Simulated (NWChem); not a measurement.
System: CH4ClFSi; SMILES C[Si@@H](F)Cl

Here is an NWChem input.

```
start job
memory heap 200 mb stack 900 mb global 1100 mb
geometry units angstroms noautoz
  C     -1.352899    -1.369824    -0.270048
  Si     0.098997    -0.402503     0.379438
  F      1.470177    -0.943517    -0.330739
  Cl    -0.117807     1.599858    -0.116257
  H     -1.429439    -1.258995    -1.370078
  H     -1.242326    -2.446936    -0.030338
  H     -2.295918    -1.003851     0.183316
  H      0.292261    -0.501382     1.858548
end
basis spherical
  * library sto-3g
end
dft
  xc xpbe96 cpbe96
  iterations 150
  mulliken
end
task dft energy
```

The geometry was optimised at PBE-D3(BJ)/def2-SVP.

Question: Predict the main results of this run. (PBE/STO-3G.) Quantities: basis functions; energy (Ha); highest occupied level (eV); orbital gap (eV); dipole (D).

Answer: 
```json
{
  "number_of_basis_functions": "32",
  "energy (Ha)": "-879.32",
  "highest occupied level (eV)": "-3.93",
  "orbital gap (eV)": "7.43",
  "dipole (D)": "2.74"
}
```
